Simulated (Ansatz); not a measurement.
`CB(C)[SiH2]F` → `CBC` + `F[SiH]` at 500 K and 1 bar (silylene formation by 1,1-elimination).

Isolated molecules relaxed with PBE0-D4/def2-TZVP in Ansatz; ΔE leaves out vibrations. CCSD(T)/CBS adds triple-zeta CCSD(T) − MP2 to the extrapolated MP2 energy (def2 sets, frozen cores). This one scheme is used for every species. One conformer a species, not always the lowest.

| species | CCSD(T)/CBS energy (Eh) | H − E (kJ/mol) | S (J/(mol·K)) |
| --- | --- | --- | --- |
| `CB(C)[SiH2]F` | -494.64628 | 306.9 | 446.8 |
| `CBC` | -105.11307 | 257.5 | 335.4 |
| `F[SiH]` | -389.46371 | 40.7 | 260.3 |

H − E and S are ideal-gas, rigid-rotor, harmonic terms from PBE0-D4/def2-TZVP, for one conformer and one mirror image of each species. 1 Eh = 2625.50 kJ/mol, R = 8.31446 J/(mol·K).

Problem. By hand: ΔE, ΔH, ΔS and ΔG.

Solution. ΔE = (-105.11307) + (-389.46371) − (-494.64628) = 0.06950 Eh = 182.5 kJ/mol. Δ(H − E) = 257.5 + 40.7 − 306.9 = -8.7, so ΔH = 173.8 kJ/mol. ΔS = 335.4 + 260.3 − 446.8 = 148.9 J/(mol·K). ΔG = 173.8 − 500 × (148.9)/1000 = 99.4 kJ/mol.

Problem. By hand: the equilibrium constant, and the temperature at which ΔG would vanish if ΔH and ΔS stayed fixed.

Solution. log₁₀ K = −ΔG/(RT ln 10) = -10.4. ΔG = 0 at ΔH/ΔS = 1167 K.

The number of gas molecules changes by +1, which sets the sign of ΔS. A doubt of 5 kJ/mol in ΔE shifts log₁₀ K by 0.5 here. Other conformers and mirror images would add mixing entropy, several J/(mol·K) or more a flexible species. Modes under 60 cm⁻¹, often nearly free rotors, make the harmonic entropy too high. These are equilibria of isolated gas molecules and say nothing of rates. Largest T1 diagnostic: 0.015 (customary marks: 0.02 for closed shells, 0.045 for open ones).
